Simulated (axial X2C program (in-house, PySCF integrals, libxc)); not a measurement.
# How the levels of ScS (d0 s1 p(π)0 orbitals) move with the bond length

Calculated with an axial X2C code built on PySCF integrals: two-component X2C with atomic mean-field Coulomb and Gaunt terms, basis Sc dyall-v3z, S dyall-av3z (cores contracted in-house). Orbitals come from Hartree–Fock averaged over the configuration Sc d0 s1 p(π)0; CI then distributes these electrons over the d, s, p(π) shells of Sc.

At R = 2.152 Å:

```json
{"Ω": "1/2", "energy (cm⁻¹)": "0", "g∥": "2.00", "μ (D)": "-6.27", "configuration": "100% s1"}
{"Ω": "1/2", "energy (cm⁻¹)": "12810", "g∥": "0.01", "μ (D)": "-7.50", "configuration": "100% d1"}
{"Ω": "3/2", "energy (cm⁻¹)": "12892", "g∥": "3.99", "μ (D)": "-7.53", "configuration": "100% d1"}
{"Ω": "3/2", "energy (cm⁻¹)": "13268", "g∥": "2.01", "μ (D)": "-9.77", "configuration": "100% d1"}
{"Ω": "5/2", "energy (cm⁻¹)": "13315", "g∥": "6.00", "μ (D)": "-9.78", "configuration": "100% d1"}
{"Ω": "1/2", "energy (cm⁻¹)": "13766", "g∥": "1.99", "μ (D)": "-7.67", "configuration": "100% d1"}
```

g∥ is the magnitude of 2⟨Lz + ge Sz⟩ for the +Ω component. μ is positive if the S end is positive. The lowest 14 levels at most are listed.

At R = 2.238 Å:

```json
{"Ω": "1/2", "energy (cm⁻¹)": "0", "g∥": "2.00", "μ (D)": "-6.84", "configuration": "100% s1"}
{"Ω": "1/2", "energy (cm⁻¹)": "11971", "g∥": "0.02", "μ (D)": "-8.31", "configuration": "100% d1"}
{"Ω": "3/2", "energy (cm⁻¹)": "11999", "g∥": "2.47", "μ (D)": "-9.87", "configuration": "100% d1"}
{"Ω": "5/2", "energy (cm⁻¹)": "12065", "g∥": "6.00", "μ (D)": "-10.35", "configuration": "100% d1"}
{"Ω": "3/2", "energy (cm⁻¹)": "12066", "g∥": "3.53", "μ (D)": "-8.80", "configuration": "100% d1"}
{"Ω": "1/2", "energy (cm⁻¹)": "12944", "g∥": "1.98", "μ (D)": "-8.39", "configuration": "100% d1"}
```

The lowest level lies 700 cm⁻¹ above the lowest at the first distance.

Question: How does the gap from the lowest to the fifth level change between the two distances?

Answer: From 13315 to 12066 cm⁻¹, a factor of 0.91.

There is no dynamic correlation: spin–orbit spacings and, for f shells, spacings inside one term are the most reliable numbers, splittings between terms come out too wide, and energies between configurations are not reliable, so the lowest level need not be the ground state of the molecule. For d shells the ligand-field splittings (σ, π, δ) and their order can be off by a thousand cm⁻¹ or more. At most 6 roots were kept for each Ω > 0 (twice that for Ω = 0) within 3.2 eV of the lowest, so higher up levels can be missing between those listed; levels with Ω > 0 are doubly degenerate and listed once, Ω = 0 levels singly. Some active spinors are only partly of the character that their shell is named for, so the shell names and counts are nominal. States that fill the shells left empty in the average are placed too high.
